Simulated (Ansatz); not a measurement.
Consider the formal exchange of groups at a B–C bond: `C=C=C([SiH3])BF` + `Cl[SiH](Cl)Cl` → `FB[Si](Cl)(Cl)Cl` + `C=C=C[SiH3]`.

Program: Ansatz. Geometries: PBE0-D4/def2-TZVP. ΔE: electronic, gas phase. CBS: MP2 limit from def2 TZ/QZ plus the TZ coupled-cluster correction, frozen cores. This one scheme is used for every species. Functionals use def2-TZVPP. B3LYP here is the variant with VWN-RPA as its local correlation; programs differ in this. Each species was taken in one conformer, which may not be the lowest.

```tsv
level	ΔE (kJ/mol)	difference from CCSD(T)/CBS
PBE-D4	60.5	-9.2
r2SCAN-D4	70.4	0.7
B3LYP-D4	66.3	-3.4
r2SCAN	70.5	0.8
PBE0	65.8	-3.9
B3LYP	67.2	-2.5
HF/def2-TZVPP	75.7	6.0
MP2/def2-TZVPP	77.8	8.1
SCS-MP2/def2-TZVPP	74.5	4.8
CCSD/def2-TZVPP	69.6	-0.1
HF/def2-QZVPP	76.6	6.9
MP2/def2-QZVPP	78.1	8.4
SCS-MP2/def2-QZVPP	74.9	5.2
HF/CBS(def2)	76.7	7.0
MP2/CBS(def2)	77.8	8.1
CCSD/CBS(def2)	69.6	-0.1
CCSD(T)/CBS	69.7	0
```

Largest T1 diagnostic among the species: 0.014.

From PBE to PBE0 (25 % exact exchange), in def2-TZVPP and without D4, ΔE moves by +4.7 kJ/mol.
